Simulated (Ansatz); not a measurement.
```yaml
crystal:
  periodic: [false, false, false]
  atoms:
    - {symbol: Sb, position_ang: [-1.078554, 0.382753, -0.547147]}
    - {symbol: Bi, position_ang: [1.078554, -0.382753, 0.547147]}
basis:
  gaussian: {orbitals: def2-TZVPD}
magnetization: {spin_polarized: true, initial_magnetization: 4}
hamiltonian: {xc: {name: wB97X}}
scf: {lower_state_search: off}
output: {forces: true}
```

```sh
$ ansatz run in.yaml --threads 2 --pin off --events-out ev --progress --plain --max-ram 22528MiB --backend cpu
```

Shortened log:

```
Functional definition: wB97X
888 factors; their error is unknown
249 factors; integrals over basis functions are off by at most 3.5e-5 eV
mean field evaluation 1: about -12377.6719 eV, gradient 5.2e0 eV
mean field evaluation 2: about -12377.8724 eV, gradient 3.6e0 eV
mean field evaluation 4: about -12377.9173 eV, gradient 2.8e-1 eV
mean field evaluation 8: about -12378.0885 eV, gradient 3.4e-2 eV
mean field evaluation 16: about -12378.0885 eV, gradient 2.9e-4 eV
mean field -12378.08848870 eV, -454.8863617899 hartree, gradient 4.8e-6 eV, S^2 6.005224; 0 other end points of the search recorded, 0 dependent functions left out
reference -12378.08847588 eV, -454.8863613190 hartree; 25, 21 occupied and 87, 91 virtual orbitals, 888 factors
Total energy: -12378.08847588 eV, -454.8863613190 hartree
Atom 0 at    -1.078554     0.382753    -0.547147 Å, force    -5.094336     1.807858    -2.584340 eV/Å
Atom 1 at     1.078554    -0.382753     0.547147 Å, force     5.094336    -1.807858     2.584340 eV/Å
Dipole moment:     0.080045    -0.028406     0.040607 e Å
Checks for a lower state left out: stability, starts, cluster_reference, orbital_swaps, neighbouring_geometries, increment
```

Task: Something in this input is off. What?

Result: The spin is set far too high for this molecule. Self-consistency was reached. The result belongs to that input, not to the molecule as meant.
